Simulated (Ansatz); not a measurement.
Species: C$_{2}$H$_{6}$GeI (charge 0, doublet). It need not be the lowest isomer of its formula. SMILES: [CH3][Ge]([I])[CH3]
Geometry from a B3LYP-D3(BJ)/def2-TZVP (Ansatz, a quantum-chemistry and plane-wave program) optimisation:
```xyz
10

C      1.3537    -1.8075     1.1863
Ge    -0.2358    -1.1944     0.1703
C     -1.8308    -1.1557     1.3488
I      0.2234     1.2301    -0.5568
H      1.2001    -2.8372     1.5105
H      2.2457    -1.7476     0.5671
H      1.4744    -1.1646     2.0598
H     -1.6040    -0.5346     2.2169
H     -2.0623    -2.1695     1.6769
H     -2.6839    -0.7386     0.8186
```
Charge 0, spin multiplicity 2.

Parts of the frozen-core correlation energy in def2-TZVPP (Ansatz, hartree). Frozen orbitals: 25; correlated occupied orbitals by spin: 13 and 12; virtual: 206 and 207. Open shells are spin-unrestricted. Spin-orbit coupling is left out. In def2 rows, elements after Kr have scalar-relativistic effective core potentials.

| term | value |
|---|---|
| reference (HF) | -2451.32298 |
| MP2 opposite-spin | -0.45838 |
| MP2 same-spin | -0.13198 |
| CCSD correlation | -0.63988 |
| (T) | -0.02628 |
| T1 diagnostic | 0.013 |
| largest doubles amplitude | 0.033 |
| <S^2> of the reference | 0.756 |
